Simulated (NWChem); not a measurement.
All runs are NWChem calculations. System: OSe, charge -1, spin multiplicity 2, at the geometry of a parent with another charge or spin, in a state set for the comparison that need not be this species' ground state. Its SCF solution wasn't tested for a lower state. Level: UHF/def2-TZVPD.

Part of the output:

```
             Northwest Computational Chemistry Package (NWChem) 7.3.0
             --------------------------------------------------------

                                NWChem Input Module
                                -------------------

 Scaling coordinates for geometry "geometry" by  1.889725989
 (inverse scale =  0.529177249)

 Turning off AUTOSYM since
 SYMMETRY directive was detected!

                             Geometry "geometry" -> ""
                             -------------------------

 Output coordinates in angstroms (scale by  1.889725989 to convert to a.u.)

  No.       Tag          Charge          X              Y              Z
 ---- ---------------- ---------- -------------- -------------- --------------
    1 O                    8.0000     0.00000000     0.00000000     1.34103300
    2 Se                  34.0000     0.00000000     0.00000000    -0.31553700

 Effective nuclear repulsion energy (a.u.)      86.8880951170

            Nuclear Dipole moment (a.u.)
            ----------------------------
        X                 Y               Z
 ---------------- ---------------- ----------------
     0.0000000000     0.0000000000     0.0000113384

      Symmetry information
      --------------------

 Group name             C2v
 Group number             16
 Group order               4
 No. of unique centers     2

      Symmetry unique atoms

     1    2


 Summary of "ao basis" -> "" (spherical)
 ------------------------------------------------------------------------------
       Tag                 Description            Shells   Functions and Types
 ---------------- ------------------------------  ------  ---------------------
 *                         def2-tzvpd                 on all atoms

 Summary of "ao basis" -> "ao basis" (spherical)
 ------------------------------------------------------------------------------
       Tag                 Description            Shells   Functions and Types
 ---------------- ------------------------------  ------  ---------------------
 O                         def2-tzvpd               14       40   6s4p3d1f
 Se                        def2-tzvpd               19       57   7s6p5d1f

                                 NWChem SCF Module
                                 -----------------

  ao basis        = "ao basis"
  functions       =    97
  atoms           =     2
  alpha electrons =    22
  beta  electrons =    21
  charge          =  -1.00
[...]
 Vector   22  Occ=0.000000D+00  E= 1.851863D-01  Symmetry=a1
              MO Center=  3.3D-15, -3.1D-15, -6.5D-01, r^2= 2.0D+01
   Bfn.  Coefficient  Atom+Function         Bfn.  Coefficient  Atom+Function
  ----- ------------  ---------------      ----- ------------  ---------------
     6      2.478744  1 O  s                 65     -1.767250  2 Se pz
    47     -1.619071  2 Se s                  5     -0.503447  1 O  s
    88     -0.410779  2 Se d  0              62     -0.284380  2 Se pz
     4      0.205089  1 O  s

 Vector   23  Occ=0.000000D+00  E= 1.929112D-01  Symmetry=b2
              MO Center= -5.1D-19, -3.2D-17, -8.1D-01, r^2= 1.7D+01
   Bfn.  Coefficient  Atom+Function         Bfn.  Coefficient  Atom+Function
  ----- ------------  ---------------      ----- ------------  ---------------
    64      1.627809  2 Se py                17     -0.873106  1 O  py
    87      0.273916  2 Se d -1              61     -0.256061  2 Se py

 Vector   24  Occ=0.000000D+00  E= 2.030961D-01  Symmetry=b1
              MO Center=  1.3D-13, -5.7D-15, -7.4D-01, r^2= 1.8D+01
   Bfn.  Coefficient  Atom+Function         Bfn.  Coefficient  Atom+Function
  ----- ------------  ---------------      ----- ------------  ---------------
    63      1.669827  2 Se px                16     -0.797918  1 O  px
    60     -0.487544  2 Se px                89     -0.325521  2 Se d  1

 center of mass
 --------------
 x =   0.00000000 y =   0.00000000 z =  -0.06872830

 moments of inertia (a.u.)
 ------------------
         130.331716893081           0.000000000000           0.000000000000
           0.000000000000         130.331716893081           0.000000000000
           0.000000000000           0.000000000000           0.000000000000

  Mulliken analysis of the total density
  --------------------------------------

    Atom       Charge   Shell Charges
 -----------   ------   -------------------------------------------------------
    1 O    8     8.55   0.79  1.18  0.58  0.99  0.34  0.01  1.78  1.97  0.88  0.01  0.00  0.02  0.00  0.00
    2 Se  34    34.45   2.00  2.00  1.16  0.78  0.96  0.95  0.09  6.00  5.93  0.94  2.05  1.22  0.17  8.97  1.04  0.04  0.09  0.01  0.03

  Mulliken analysis of the alpha density
  --------------------------------------

    Atom       Charge   Shell Charges
 -----------   ------   -------------------------------------------------------
    1 O    8     4.55   0.40  0.59  0.30  0.51  0.16  0.00  1.06  1.13  0.43 -0.02  0.00  0.01 -0.01  0.00
    2 Se  34    17.45   1.00  1.00  0.58  0.39  0.48  0.47  0.04  3.00  2.97  0.51  1.13  0.70  0.09  4.48  0.52  0.02  0.04  0.01  0.02

   Mulliken analysis of the beta density
   -------------------------------------

    Atom       Charge   Shell Charges
 -----------   ------   -------------------------------------------------------
    1 O    8     4.00   0.40  0.59  0.28  0.48  0.18  0.01  0.72  0.84  0.45  0.03  0.00  0.01  0.01  0.00
    2 Se  34    17.00   1.00  1.00  0.58  0.39  0.48  0.48  0.05  3.00  2.97  0.43  0.93  0.53  0.08  4.49  0.52  0.02  0.04  0.01  0.02

   Mulliken analysis of the spin density
   -------------------------------------

    Atom       Charge   Shell Charges
 -----------   ------   -------------------------------------------------------
    1 O    8     0.55   0.00 -0.00  0.02  0.02 -0.02 -0.00  0.33  0.29 -0.02 -0.06 -0.00 -0.00 -0.02 -0.00
    2 Se  34     0.45  -0.00  0.00  0.00 -0.00  0.00 -0.00 -0.01  0.00  0.00  0.08  0.20  0.17  0.01 -0.00  0.00  0.00 -0.00  0.00 -0.00

       Multipole analysis of the density wrt the origin
       ------------------------------------------------

     L   x y z        total         alpha         beta         nuclear
     -   - - -        -----         -----         ----         -------
     0   0 0 0     -1.000000    -22.000000    -21.000000     42.000000

     1   1 0 0     -0.000000     -0.000000      0.000000      0.000000
     1   0 1 0      0.000000     -0.000000      0.000000      0.000000
     1   0 0 1     -0.512250     -0.667275      0.155013      0.000011

     2   2 0 0    -23.566860    -11.900961    -11.665899      0.000000
     2   1 1 0      0.000000      0.000000     -0.000000      0.000000
     2   1 0 1      0.000000      0.000000     -0.000000      0.000000
     2   0 2 0    -21.205887    -11.793333     -9.412554      0.000000
     2   0 1 1     -0.000000      0.000000     -0.000000      0.000000
     2   0 0 2    -24.446107    -46.367207    -41.544278     63.465378

 Task  times  cpu:        4.1s     wall:        4.1s

 Total times  cpu:        4.1s     wall:        4.1s
```

Question: Write an NWChem input that would produce this output.

Answer: Several could match; the one computed here: 
```
start mol
memory heap 200 mb stack 900 mb global 1100 mb
charge -1
geometry units angstroms nocenter noautoz
  O      0.000000     0.000000     1.341033
  Se     0.000000     0.000000    -0.315537
  symmetry group C2v
end
basis spherical
  * library def2-tzvpd
end
scf
  uhf
  nopen 1
  maxiter 100
  thresh 1e-7
  semidirect memsize 60000000 filesize 0
  # guess.movecs holds the orbitals of an unrestricted PBE0 run
  vectors input guess.movecs output mol.movecs
end
task scf energy
```
